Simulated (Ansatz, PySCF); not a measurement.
Noncovalent pair: AlH3O2 (SMILES [OH][AlH][OH]) (first 6 atoms) with H2O (SMILES O); geometry from B3LYP-D3(BJ)/def2-TZVP.
(charge 0, multiplicity 1):
```
atom    x (Å)    y (Å)    z (Å)
----  -------  -------  -------
O     -0.0510   0.6031   1.5222
Al    -0.0354  -0.5132   0.2543
O     -0.0633   0.0648  -1.3427
H     -0.0383   0.3835   2.4648
H      0.0045  -2.0681   0.4449
H     -0.0878   0.9995  -1.5534
O     -0.0187   0.1095   4.3401
H      0.7505   0.5146   4.7554
H     -0.7863   0.5055   4.7669
```

Monomers are frozen at their geometry in the pair; levels with a basis set take the counterpoise correction. Rows marked so take none.

Rows in 6-31G* carry no dispersion term and start afresh at each structure (6-31G* with six Cartesian d functions). MP2/6-31G* freezes PySCF's default core.

Run with Ansatz (a program for electronic structure) with Gaussian orbitals; PySCF for 6-31G* rows. Each number belongs to the level named beside it.

Task: One of these levels gives -7.99 kcal/mol for the interaction energy. Name it.
A) MP2/6-31G* (no counterpoise)
B) revPBE/def2-TZVPPD
C) HF/6-31G*

Result: A, MP2/6-31G* (no counterpoise). The others give -4.79 (HF/6-31G*), -3.42 (revPBE/def2-TZVPPD)
